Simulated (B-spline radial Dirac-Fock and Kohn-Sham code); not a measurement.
## Subshell photoionisation cross sections of Pd⁴⁺ against photon energy

System: the Pd⁴⁺ ion in the configuration [Kr] 4d6.

Level of theory: a relativistic central-field model (Hartree-Slater potential of the initial state, Latter tail, multipole expansion of the photon field, Dirac-Fock thresholds); a radial finite-basis atomic code. Values are in kb; a dash marks an energy below the computed threshold. Values for outer subshells far above threshold carry numerical ripple of a few per cent.

| hν (eV) | 2s | 2p1/2 | 2p3/2 | 3s | 4s |
| --- | --- | --- | --- | --- | --- |
| 249 | – | – | – | – | 136 |
| 263 | – | – | – | – | 128 |
| 300 | – | – | – | – | 109 |
| 800 | – | – | – | 98.9 | 25.1 |
| 1486.9 | – | – | – | 40.1 | 8.65 |
| 2984.4 | – | – | – | 11.9 | 2.40 |
| 4000 | 31.4 | 51.4 | 94.4 | 6.86 | 1.36 |
| 8047.8 | 8.58 | 7.28 | 12.7 | 1.66 | 0.323 |
| 18200 | 1.45 | 0.592 | 0.971 | 0.267 | 0.0515 |
| 30000 | 0.430 | 0.116 | 0.182 | 0.0788 | 0.0152 |
| 78400 | 0.0341 | 0.00451 | 0.00638 | 0.00628 | 0.00121 |

At 78400 eV the multipoles beyond E1 give 17.5 % of 2s, 31.1 % of 2p1/2, 31.0 % of 2p3/2, 17.8 % of 3s, 17.8 % of 4s.
